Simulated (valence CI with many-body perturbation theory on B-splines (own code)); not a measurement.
# E1 transitions of Tc27+

Computed by configuration interaction combined with many-body perturbation theory (CI+MBPT): six valence electrons over a frozen Dirac-Fock core [Ne], radial functions for each j: 9 s, 9 p, 8 d, 6 f, 3 g, 1 h, with the one-electron correlation potential Σ1 (screened to all orders), the two-electron term Σ2, the three-electron term Σ3, Breit, model QED; selected single and double excitations, second order for the rest, scaled by the run's own slope (own B-spline code, finite nucleus).

The last digits are not significant, and no measured levels were compared; by estimate large intervals hold to a few tenths of a per cent, small ones and those within an open d or f shell to about a per cent. Among the levels kept, up to 1600 cm⁻¹ of a level comes from second order outside the variational space, and about a tenth of that is noise between levels of different J, which matters for small intervals.

Lines 51 to 82 of 82 in falling wavelength, among levels below 1391600 cm⁻¹, chosen from the strongest by gf and those to the six lowest levels. Wavelengths and rates use the calculated energies. Electric multipoles are in the length gauge, E1 and E2 with the static RPA response of the core. Weak lines are less certain than strong ones. Lines between different terms over intervals too small for the method are left out, as are lines whose strength nearly cancels. The highest levels of a list are the least certain.

Levels are named by their leading jj configuration (3d3/2^4 stands for four electrons in 3d with j = 3/2), which in mixed levels can hold well under half, so a name can repeat and another be missing. Letters in brackets count levels of one name in rising energy.

| λ vac (Å) | Upper | Lower | A (s⁻¹) | S (a.u.) with core polarisation | S without |
| --- | --- | --- | --- | --- | --- |
| 94.73 | (3s^2 3p1/2^2 3p3/2 3d5/2) J=3 | (3s^2 3p1/2^2 3p3/2^2) J=2 | 1.87e+10 | 5.49e-02 | 5.60e-02 |
| 94.40 | (3s^2 3p1/2 3p3/2^2 3d5/2) J=0 | (3s^2 3p1/2 3p3/2^3) J=1 | 2.73e+10 | 1.13e-02 | 1.16e-02 |
| 94.35 | (3s^2 3p1/2 3p3/2^2 3d5/2) J=3 [c] | (3s^2 3p1/2 3p3/2^3) J=2 | 3.92e+08 | 1.14e-03 | 1.16e-03 |
| 94.08 | (3s 3p1/2 3p3/2^4) J=1 | (3s^2 3p1/2^2 3p3/2^2) J=2 | 3.81e+08 | 4.69e-04 | 4.80e-04 |
| 93.21 | (3s^2 3p1/2 3p3/2^2 3d5/2) J=2 [a] | (3s^2 3p1/2 3p3/2^3) J=1 | 5.53e+09 | 1.11e-02 | 1.13e-02 |
| 93.13 | (3s^2 3p1/2 3p3/2^2 3d5/2) J=2 [b] | (3s^2 3p1/2 3p3/2^3) J=2 | 2.99e+10 | 5.97e-02 | 6.10e-02 |
| 92.82 | (3s^2 3p1/2^2 3p3/2 3d5/2) J=1 | (3s^2 3p1/2^2 3p3/2^2) J=0 | 1.97e+10 | 2.33e-02 | 2.38e-02 |
| 92.54 | (3s^2 3p1/2 3p3/2^2 3d3/2) J=1 [b] | (3s^2 3p1/2 3p3/2^3) J=2 | 1.96e+08 | 2.30e-04 | 2.39e-04 |
| 92.32 | (3s^2 3p1/2 3p3/2^2 3d3/2) J=1 [a] | (3s^2 3p1/2^2 3p3/2^2) J=2 | 2.35e+09 | 2.74e-03 | 2.79e-03 |
| 92.18 | (3s^2 3p1/2 3p3/2^2 3d3/2) J=2 [c] | (3s^2 3p1/2 3p3/2^3) J=1 | 2.52e+10 | 4.88e-02 | 4.98e-02 |
| 91.59 | (3s^2 3p1/2 3p3/2^2 3d3/2) J=2 [a] | (3s^2 3p1/2^2 3p3/2^2) J=2 | 2.96e+09 | 5.61e-03 | 5.73e-03 |
| 91.17 | (3s^2 3p1/2 3p3/2^2 3d3/2) J=3 [b] | (3s^2 3p1/2 3p3/2^3) J=2 | 1.83e+10 | 4.78e-02 | 4.88e-02 |
| 89.91 | (3s^2 3p1/2 3p3/2^2 3d3/2) J=3 [a] | (3s^2 3p1/2^2 3p3/2^2) J=2 | 3.16e+09 | 7.92e-03 | 8.09e-03 |
| 89.51 | (3s^2 3p1/2 3p3/2^2 3d5/2) J=1 [b] | (3s^2 3p1/2 3p3/2^3) J=2 | 1.25e+11 | 1.33e-01 | 1.36e-01 |
| 89.48 | (3s^2 3p1/2 3p3/2^2 3d5/2) J=2 [b] | (3s^2 3p1/2 3p3/2^3) J=1 | 2.51e+09 | 4.45e-03 | 4.53e-03 |
| 88.94 | (3s^2 3p1/2 3p3/2^2 3d3/2) J=1 [b] | (3s^2 3p1/2 3p3/2^3) J=1 | 2.07e+10 | 2.16e-02 | 2.21e-02 |
| 88.30 | (3s^2 3p1/2 3p3/2^2 3d5/2) J=3 [a] | (3s^2 3p1/2^2 3p3/2^2) J=2 | 2.62e+09 | 6.22e-03 | 6.35e-03 |
| 87.16 | (3s^2 3p1/2^2 3p3/2 3d5/2) J=1 | (3s^2 3p1/2^2 3p3/2^2) J=2 | 3.01e+09 | 2.95e-03 | 3.02e-03 |
| 86.13 | (3s^2 3p1/2 3p3/2^2 3d5/2) J=1 [b] | (3s^2 3p1/2 3p3/2^3) J=1 | 2.04e+10 | 1.93e-02 | 1.98e-02 |
| 85.10 | (3s^2 3p1/2 3p3/2^2 3d5/2) J=1 [a] | (3s^2 3p1/2^2 3p3/2^2) J=0 | 3.14e+08 | 2.87e-04 | 2.91e-04 |
| 83.21 | (3s^2 3p1/2 3p3/2^2 3d3/2) J=2 [b] | (3s^2 3p1/2^2 3p3/2^2) J=2 | 1.67e+10 | 2.37e-02 | 2.42e-02 |
| 80.32 | (3s^2 3p1/2 3p3/2^2 3d5/2) J=1 [a] | (3s^2 3p1/2^2 3p3/2^2) J=2 | 7.93e+10 | 6.08e-02 | 6.22e-02 |
| 79.86 | (3s^2 3p1/2 3p3/2^2 3d3/2) J=1 [b] | (3s^2 3p1/2^2 3p3/2^2) J=0 | 3.41e+10 | 2.57e-02 | 2.63e-02 |
| 78.71 | (3s^2 3p1/2 3p3/2^2 3d5/2) J=2 [a] | (3s^2 3p1/2^2 3p3/2^2) J=2 | 1.04e+10 | 1.26e-02 | 1.29e-02 |
| 77.97 | (3s^2 3p1/2 3p3/2^2 3d3/2) J=2 [c] | (3s^2 3p1/2^2 3p3/2^2) J=2 | 1.58e+11 | 1.84e-01 | 1.89e-01 |
| 77.60 | (3s^2 3p1/2 3p3/2^2 3d5/2) J=1 [b] | (3s^2 3p1/2^2 3p3/2^2) J=0 | 1.30e+11 | 8.98e-02 | 9.18e-02 |
| 77.49 | (3s^2 3p1/2 3p3/2^2 3d5/2) J=3 [b] | (3s^2 3p1/2^2 3p3/2^2) J=2 | 1.24e+11 | 2.00e-01 | 2.04e-01 |
| 76.84 | (3s^2 3p1/2 3p3/2^2 3d5/2) J=3 [c] | (3s^2 3p1/2^2 3p3/2^2) J=2 | 6.86e+10 | 1.08e-01 | 1.10e-01 |
| 76.03 | (3s^2 3p1/2 3p3/2^2 3d5/2) J=2 [b] | (3s^2 3p1/2^2 3p3/2^2) J=2 | 1.52e+11 | 1.65e-01 | 1.69e-01 |
| 75.64 | (3s^2 3p1/2 3p3/2^2 3d3/2) J=1 [b] | (3s^2 3p1/2^2 3p3/2^2) J=2 | 2.79e+11 | 1.79e-01 | 1.83e-01 |
| 74.72 | (3s^2 3p1/2 3p3/2^2 3d3/2) J=3 [b] | (3s^2 3p1/2^2 3p3/2^2) J=2 | 1.53e+11 | 2.21e-01 | 2.26e-01 |
| 73.60 | (3s^2 3p1/2 3p3/2^2 3d5/2) J=1 [b] | (3s^2 3p1/2^2 3p3/2^2) J=2 | 3.12e+09 | 1.84e-03 | 1.88e-03 |
